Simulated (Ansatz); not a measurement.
Start from `[GeH][Br]` and change one atom or group to get `[Br][Ge][Br]`.

Ansatz, PBE0-D4/def2-TZVP geometries, multiplicity 1. 

Scalar relativity is left out up to krypton.

```json
{"property": "zero-point energy (PBE0-D4/def2-TZVP) / kJ/mol", "`[GeH][Br]`": "17.4"}
{"property": "size of the dipole moment (ωB97M-V/def2-TZVPP) / D", "`[GeH][Br]`": "1.89"}
{"property": "HOMO–LUMO gap (PBE0/def2-TZVPP) / eV", "`[GeH][Br]`": "3.97"}
{"property": "LUMO energy (ωB97M-V/def2-TZVPP) / eV", "`[GeH][Br]`": "-1.17"}
{"property": "LUMO energy (PBE0/def2-TZVPP) / eV", "`[GeH][Br]`": "-3.13"}
{"property": "HOMO energy (B3LYP/def2-TZVPP) / eV", "`[GeH][Br]`": "-6.91"}
```

(1) What does the change do to each property? (An estimate is asked.)

Results:

(1) Ansatz gave: 
| property | `[Br][Ge][Br]` | shift |
| --- | --- | --- |
| zero-point energy (PBE0-D4/def2-TZVP) / kJ/mol | 4.1 | -13.3 |
| size of the dipole moment (ωB97M-V/def2-TZVPP) / D | 1.98 | 0.09 |
| HOMO–LUMO gap (PBE0/def2-TZVPP) / eV | 4.58 | 0.61 |
| LUMO energy (ωB97M-V/def2-TZVPP) / eV | -1.31 | -0.14 |
| LUMO energy (PBE0/def2-TZVPP) / eV | -3.22 | -0.09 |
| HOMO energy (B3LYP/def2-TZVPP) / eV | -7.60 | -0.69 |

With PBE0 the HOMO falls by 0.70 eV and the LUMO falls by 0.09 eV, so the gap widens by about 0.61 eV. PBE moves the HOMO by -0.74 eV and ωB97M-V by -0.62 eV. Dipoles are sizes alone; their direction can turn.

B3LYP here is the variant with VWN-RPA as its local correlation; programs differ in this.

Spin–orbit coupling is left out; it splits and shifts lone-pair levels of the heavy atoms by tenths of an eV.
